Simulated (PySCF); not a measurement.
## Deuteron quadrupole couplings in `CC#C[Si@H](P)[SiH](C)C`

Species: C5H13PSi2.
Cartesian coordinates in Å at the GFN2-xTB level; atoms count from 1:
```
atom  x, y, z in Å
C1     3.2420   -0.1645    1.8980
C2     2.3204    0.1037    0.8169
C3     1.5581    0.3108   -0.0960
Si4    0.3106    0.7065   -1.4083
P5     0.0033    2.9445   -1.4880
Si6   -1.7102   -0.3923   -1.0013
C7    -1.3980   -2.2691   -0.9714
C8    -2.4226    0.1306    0.6886
H9     2.7463   -0.7517    2.6713
H10    4.1015   -0.7225    1.5270
H11    3.5902    0.7721    2.3338
H12    0.9844    0.3973   -2.6847
H13    1.3388    3.2487   -1.3220
H14   -0.2448    3.0738   -0.1355
H15   -2.7359   -0.1225   -2.0289
H16   -0.6609   -2.5328   -0.2184
H17   -2.3070   -2.8207   -0.7504
H18   -1.0257   -2.6218   -1.9282
H19   -3.3523   -0.3844    0.9150
H20   -2.6253    1.1980    0.7120
H21   -1.7218   -0.0870    1.4909
```

Level: PBE0/pcSseg-1 (PySCF, non-relativistic); Q(2H) = 0.00286 b; rigid geometry, the same for H and D, with no vibrational averaging.

Question: Rank these positions by the coupling χzz of a deuteron there, largest first.
A. H17 (methyl hydrogen)
B. H15 (Si–H hydrogen)
C. H14 (P–H hydrogen)
D. H10 (methyl hydrogen)

Answer: A (219 kHz), D (207 kHz), C (146 kHz), B (104 kHz).

Question: Tabulate Vzz, the asymmetry η and χzz = 234.96 MHz × Q × Vzz for every hydrogen position.

Answer: 
```json
{"atom": "H9", "bonded to": "C1", "bond length (Å)": "1.090", "Vzz (au)": "0.3077", "η": "0.02", "χzz (kHz)": "207"}
{"atom": "H10", "bonded to": "C1", "bond length (Å)": "1.090", "Vzz (au)": "0.3080", "η": "0.02", "χzz (kHz)": "207"}
{"atom": "H11", "bonded to": "C1", "bond length (Å)": "1.090", "Vzz (au)": "0.3077", "η": "0.02", "χzz (kHz)": "207"}
{"atom": "H12", "bonded to": "Si4", "bond length (Å)": "1.476", "Vzz (au)": "0.1555", "η": "0.01", "χzz (kHz)": "104"}
{"atom": "H13", "bonded to": "P5", "bond length (Å)": "1.380", "Vzz (au)": "0.2192", "η": "0.07", "χzz (kHz)": "147"}
{"atom": "H14", "bonded to": "P5", "bond length (Å)": "1.381", "Vzz (au)": "0.2179", "η": "0.08", "χzz (kHz)": "146"}
{"atom": "H15", "bonded to": "Si6", "bond length (Å)": "1.477", "Vzz (au)": "0.1547", "η": "0.00", "χzz (kHz)": "104"}
{"atom": "H16", "bonded to": "C7", "bond length (Å)": "1.086", "Vzz (au)": "0.3239", "η": "0.01", "χzz (kHz)": "218"}
{"atom": "H17", "bonded to": "C7", "bond length (Å)": "1.086", "Vzz (au)": "0.3264", "η": "0.01", "χzz (kHz)": "219"}
{"atom": "H18", "bonded to": "C7", "bond length (Å)": "1.086", "Vzz (au)": "0.3260", "η": "0.01", "χzz (kHz)": "219"}
{"atom": "H19", "bonded to": "C8", "bond length (Å)": "1.087", "Vzz (au)": "0.3253", "η": "0.01", "χzz (kHz)": "219"}
{"atom": "H20", "bonded to": "C8", "bond length (Å)": "1.087", "Vzz (au)": "0.3239", "η": "0.01", "χzz (kHz)": "218"}
{"atom": "H21", "bonded to": "C8", "bond length (Å)": "1.087", "Vzz (au)": "0.3221", "η": "0.01", "χzz (kHz)": "216"}
```

Question: Average by the element that carries the hydrogen.

Answer: on C: 214 kHz over 9 positions, mean bond length 1.088 Å; on Si: 104 kHz over 2 positions, mean bond length 1.476 Å; on P: 147 kHz over 2 positions, mean bond length 1.380 Å.

Geometry: GFN2-xTB, one conformer, isolated molecule. GFN2-xTB bond lengths can be off by several hundredths of an ångström, more for odd bonds, and the gradients follow them. The basis is small and wasn't made for field gradients, so the couplings can be 20 % off.

These values come from a run that also computed NMR shieldings. The run took 79 s of wall time on Arm Neoverse N1, one thread, no GPU, on a shared host, and the process peaked at 1.1 GiB of memory.
